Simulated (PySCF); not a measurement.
W(NMe)(S)(OH)2 (CH5NO2SW), SMILES C[N]=[W]([OH])([OH])=[S], multiplicity 1. Heavy atoms are numbered as in [W:1](=[N:2][CH3:3])(=[S:7])([OH:8])[OH:10]. Hydrogens are named by the atom that carries them.

Coordinates come from a r2SCAN-D4/def2-SVP optimisation. The multiplicity is an assumed one; other spin states were not compared. The def2 effective core potentials stand for the cores of W; spin–orbit coupling is left out. One conformer was computed; it need not be the lowest.

These are PBE/def2-TZVP (PySCF) values and carry that method's errors.

ESP charges are fitted to the potential on shells at 1.4 to 2.0 van der Waals radii. Atomic charges (e), one atom of each kind:

```tsv
atom	Löwdin	ESP fit
W1	0.33	0.84
N2	-0.16	-0.33
C3 (CH3)	-0.37	-0.34
H on C3	0.13	0.14
S7	0.01	-0.33
O8 (OH)	-0.27	-0.54
H on O8	0.17	0.39
```
